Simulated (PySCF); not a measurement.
Species: C5H12OSi (charge +1 and doublet state).
Z-matrix (Å and degrees, GFN2-xTB geometry), rows numbered from 1:
```
C 
C   1  1.3374
O   2  1.3278  1  125.02
Si  3  1.6121  2  147.52  1    -5.48
C   4  1.9869  3  101.57  2  -101.60
C   5  1.5024  4  111.33  3  -173.80
C   6  1.5387  5  106.61  4  -179.81
H   1  1.0771  2  121.77  3     0.83
H   1  1.0746  2  120.58  3  -178.80
H   2  1.0849  1  122.22  3   179.39
H   4  1.4585  3  116.57  2    13.81
H   4  1.4545  3  101.72  2   148.53
H   5  1.0903  4  105.91  3    64.37
H   5  1.0892  4  106.04  3   -51.78
H   6  1.0892  5  111.49  4    61.18
H   6  1.0894  5  111.61  4   -60.74
H   7  1.0866  6  111.32  5    60.95
H   7  1.0890  6  107.89  5  -179.94
H   7  1.0865  6  111.17  5   -60.84
```

The hyperfine couplings belong to this conformer and change with its torsions.

The species is `[CH2+][CH]O[SiH2]CCC` [radical] (charge +1).

Theory: UKS B3LYP, pcH-1 on C H O Si, non-relativistic, mean-field spin-orbit, GIAO (PySCF 2.14.0). Isolated species at its GFN2-xTB geometry (one conformer only). Couplings are sensitive to structure, and on GFN2-xTB geometries they can be far from those on DFT ones, by a factor of two or more for some ions and for spin on atoms past the first row. Stability of the SCF solution: not tested.

Task: The isotropic 13C couplings are +29.8, +19.8, -19.5, +16.9, -7.0 MHz. Assign them to C1; C2; C5; C6; C7.

Result: 
```csv
site,a_iso (MHz),ρ(0) (bohr⁻³),position,distance from C1 (Å),spin population,largest |T| (MHz)
C1,+29.8,+0.0266,largest spin population,0.00,+0.44,68.8
C2,-19.5,-0.0174,1 bond from C1,1.34,0.00,4.1
C5,+16.9,+0.0151,4 bonds from C1,4.49,+0.23,44.1
C6,-7.0,-0.0062,5 bonds from C1,5.80,+0.02,11.4
C7,+19.8,+0.0176,6 bonds from C1,6.78,+0.05,13.0
```

ρ(0) is the spin density at the nucleus and T the dipolar tensor; a_iso includes a spin–orbit part; entries for several nuclei are means. The largest Mulliken spin populations are on C1 (+0.44), C5 (+0.23) and O3 (+0.21). Three atoms exceed +0.15.

Nuclei that the bonding pattern makes equivalent are averaged, as if the motion that swaps them (rotation, inversion, ring flip) were fast. H8 and H9 aren't averaged: C1 is flat or nearly so (angle sum 360°), and its turn about the short C1–C2 bond (1.34 Å) is taken as slow. The three 1H nuclei of mean +14.1 MHz run from -3.4 to 49.1 MHz in the frozen geometry. The 1H value of +47.6 MHz is a mean of couplings from 21.1 to 74.0 MHz in this one geometry, not an average over conformers. The 1H value of +3.2 MHz is a mean of couplings from -2.2 to 8.7 MHz in this one geometry, not an average over conformers.

The SMILES `[CH2+][CH]O[SiH2]CCC` draws the unpaired electron on C2, whose computed spin population is only 0.00.
